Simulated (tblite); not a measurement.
C₈H₇FO.
Atom-mapped SMILES: `[CH:1]#[C:2][C@H:3]1[CH2:4][O:5]/[C:6](=[CH:7]/[F:8])[C:9]1=[CH2:10]` (hydrogens: H11 on C1; H12 on C3; H13, H14 on C4; H15 on C7; H16, H17 on C10)

Computed with GFN2-xTB (tblite), gas phase: L-BFGS steps from a force-field or distance-geometry start until the largest atomic force falls under 0.01 eV/Å.

The end geometry, which sets the zero of energy:
```
atom  x, y, z in Å
C1      3.1490    0.4445    0.6900
C2      2.1175    0.0375    0.2414
C3      0.8583   -0.4377   -0.2895
C4      0.3475   -1.7098    0.4102
O5     -1.0695   -1.6241    0.4303
C6     -1.4409   -0.3148    0.2881
C7     -2.7212    0.0257    0.4499
F8     -3.1515    1.2914    0.2863
C9     -0.2959    0.5227   -0.0664
C10    -0.2417    1.8431   -0.1705
H11     4.0582    0.7976    1.0756
H12     0.9714   -0.6151   -1.3672
H13     0.6207   -2.6314   -0.1068
H14     0.7217   -1.7540    1.4425
H15    -3.5093   -0.6635    0.7024
H16     0.6791    2.3356   -0.4321
H17    -1.1005    2.4644    0.0037
```

Problem. These geometries come from the run, each turned onto the end geometry. Order them by energy, lowest first.
A.
```
atom  x, y, z in Å
C1      3.1102    0.5106    0.6690
C2      2.1120    0.0266    0.2251
C3      0.8557   -0.4658   -0.2964
C4      0.3371   -1.7326    0.4182
O5     -1.0717   -1.5974    0.5533
C6     -1.4321   -0.2995    0.3216
C7     -2.7205    0.0411    0.4120
F8     -3.1517    1.2891    0.1421
C9     -0.2788    0.5120   -0.0600
C10    -0.2060    1.8326   -0.1252
H11     4.0035    0.9149    1.0385
H12     0.9628   -0.6535   -1.3742
H13     0.5197   -2.6465   -0.1556
H14     0.7894   -1.8368    1.4175
H15    -3.5012   -0.6480    0.6951
H16     0.7195    2.3130   -0.3866
H17    -1.0550    2.4525    0.0934
```
B.
```
atom  x, y, z in Å
C1      3.0922    0.5249    0.6589
C2      2.1096    0.0208    0.1943
C3      0.8454   -0.4829   -0.3102
C4      0.3392   -1.7454    0.4171
O5     -1.0615   -1.5956    0.6159
C6     -1.4312   -0.3084    0.3411
C7     -2.7182    0.0393    0.4004
F8     -3.1386    1.2793    0.0835
C9     -0.2814    0.5039   -0.0586
C10    -0.1861    1.8265   -0.0983
H11     3.9599    0.9566    1.0658
H12     0.9294   -0.6679   -1.3879
H13     0.5055   -2.6600   -0.1565
H14     0.8402   -1.8524    1.3863
H15    -3.5200   -0.6172    0.6872
H16     0.7252    2.3238   -0.3901
H17    -1.0166    2.4670    0.1388
```
C.
```
atom  x, y, z in Å
C1      3.0508    0.5418    0.6667
C2      2.0968    0.0284    0.1599
C3      0.8335   -0.4779   -0.3291
C4      0.3695   -1.7432    0.4143
O5     -1.0271   -1.5987    0.6638
C6     -1.4352   -0.3287    0.3695
C7     -2.7219    0.0291    0.3988
F8     -3.0772    1.2809    0.0330
C9     -0.2945    0.4962   -0.0287
C10    -0.1910    1.8174   -0.0890
H11     3.9168    0.9633    1.0788
H12     0.8944   -0.6571   -1.4117
H13     0.5045   -2.6616   -0.1641
H14     0.8955   -1.8493    1.3725
H15    -3.5725   -0.5772    0.6716
H16     0.7443    2.2637   -0.3772
H17    -0.9937    2.4850    0.1587
```
D.
```
atom  x, y, z in Å
C1      3.0302    0.5522    0.6746
C2      2.0326    0.0826    0.1916
C3      0.8045   -0.4749   -0.3359
C4      0.3752   -1.7471    0.4195
O5     -1.0290   -1.5980    0.7173
C6     -1.4413   -0.3537    0.3706
C7     -2.7308    0.0547    0.3719
F8     -2.9941    1.3387   -0.0020
C9     -0.3199    0.4621   -0.0213
C10    -0.1816    1.7736   -0.0736
H11     3.8995    0.9558    1.0804
H12     0.8166   -0.6339   -1.4225
H13     0.5241   -2.6282   -0.1946
H14     0.9422   -1.8127    1.3461
H15    -3.5196   -0.5944    0.6673
H16     0.7578    2.1948   -0.3649
H17    -0.9733    2.4406    0.1634
```
E.
```
atom  x, y, z in Å
C1      3.1492    0.4761    0.6716
C2      2.1136    0.0393    0.2617
C3      0.8577   -0.4457   -0.2697
C4      0.3410   -1.7247    0.4132
O5     -1.0757   -1.6226    0.4595
C6     -1.4457   -0.3156    0.2943
C7     -2.7283    0.0280    0.4356
F8     -3.1532    1.2916    0.2413
C9     -0.2957    0.5174   -0.0548
C10    -0.2298    1.8377   -0.1548
H11     4.0628    0.8470    1.0296
H12     0.9781   -0.6150   -1.3481
H13     0.5910   -2.6374   -0.1330
H14     0.7358   -1.8010    1.4361
H15    -3.5231   -0.6504    0.6984
H16     0.7019    2.3210   -0.3960
H17    -1.0867    2.4662    0.0029
```

Solution. E (0.003 eV), A (0.018 eV), B (0.034 eV), C (0.060 eV), D (0.229 eV).

In the order of the answer:

```
step  E above end (eV)  largest force (eV/Å)  rms force component (eV/Å)  rms distance from end (Å)  rms bond change (Å)  bond most changed (Å)
  32             0.003                  0.05                       0.013                      0.033                0.001           C4–O5 +0.001
  22             0.018                  0.14                       0.058                      0.081                0.002           C3–C4 +0.005
  15             0.034                  0.14                       0.056                      0.115                0.002           C2–C3 +0.005
  10             0.060                  0.20                       0.063                      0.146                0.002           C4–O5 +0.006
   2             0.229                  1.54                       0.418                      0.174                0.013           C4–O5 +0.023
```

The cost below is that of the whole relaxation. On one thread of an Arm Neoverse N1, shared host, this took 0.64 s.
